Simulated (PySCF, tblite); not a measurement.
Isomers of C5H14O2SSi. Level: GFN2-xTB in tblite, geometry and Hessian alike; calculated harmonic values, unscaled, isolated species. Errors from tens to a few hundred cm⁻¹ against measured bands are possible. Modes of hydrogen on silicon and sulfur can be 10 to 20 % off. One conformer each.

Electronic energies: PBE0/pcSseg-1 single points on the GFN2-xTB geometries (PySCF, gas phase).

| SMILES | electronic energy, lowest = 0 (kJ/mol) |
| --- | --- |
| COC(C)(C)O[SiH2]SC | 2.9 |
| CC[C@@](CO)(CS)O[SiH3] | 106.5 |
| CS[SiH2]OC(C)(C)CO | 0.0 |

Question: How do GFN2-xTB zero-point energies change the relative energies?

Answer: 
```json
{"SMILES": "CS[SiH2]OC(C)(C)CO", "ZPE (kJ/mol)": "483.8", "of it from modes above 1550 cm⁻¹": "246.9", "electronic (kJ/mol)": "0.0", "with ZPE, lowest = 0 (kJ/mol)": "0.3", "lowest mode (cm⁻¹)": "50", "rings": "0"}
{"SMILES": "COC(C)(C)O[SiH2]SC", "ZPE (kJ/mol)": "480.6", "of it from modes above 1550 cm⁻¹": "245.0", "electronic (kJ/mol)": "2.9", "with ZPE, lowest = 0 (kJ/mol)": "0.0", "lowest mode (cm⁻¹)": "13", "rings": "0"}
{"SMILES": "CC[C@@](CO)(CS)O[SiH3]", "ZPE (kJ/mol)": "471.4", "of it from modes above 1550 cm⁻¹": "237.6", "electronic (kJ/mol)": "106.5", "with ZPE, lowest = 0 (kJ/mol)": "94.4", "lowest mode (cm⁻¹)": "54", "rings": "0"}
```

The zero-point energies span 12.4 kJ/mol, from `CC[C@@](CO)(CS)O[SiH3]` to `CS[SiH2]OC(C)(C)CO`. With it `COC(C)(C)O[SiH2]SC` becomes the lowest.

Question: And how do the electronic energies of GFN2-xTB itself compare?

Answer: `CS[SiH2]OC(C)(C)CO` 7.0; `COC(C)(C)O[SiH2]SC` 0.0; `CC[C@@](CO)(CS)O[SiH3]` 76.9 kJ/mol, lowest = 0. Against the energies above, taken from the same isomer `CS[SiH2]OC(C)(C)CO`, the largest difference is 36.6 kJ/mol.
